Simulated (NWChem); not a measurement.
Correlation energy of ammonium (H$_{4}$N (+1))

```
N
H 1 1.0322
H 1 1.0322 2 109.47
H 1 1.0322 2 109.47 3 120.00
H 1 1.0322 2 109.47 3 -120.00
```
Charge +1, spin multiplicity 1.

All runs are NWChem calculations. All single points use one geometry, from B3LYP/def2-SVP, a minimum by its harmonic frequencies.

Basis set: 6-311G**. Each correlation energy counts from its own Hartree-Fock reference.

The correlated methods keep 1 core orbital frozen. The Pople sets run with spherical d functions. Coupled-cluster values serve here as a point of comparison, not as the truth.

**Question.** For the correlation energy, MP2 gives -197.5 mHa and SCS-MP2 gives -199.9 mHa. What do CR-CCSD[T], CR-CCSD(T), CCSD give?

**Answer.** CR-CCSD[T]: -218.4 mHa; CR-CCSD(T): -218.3 mHa; CCSD: -214.1 mHa.
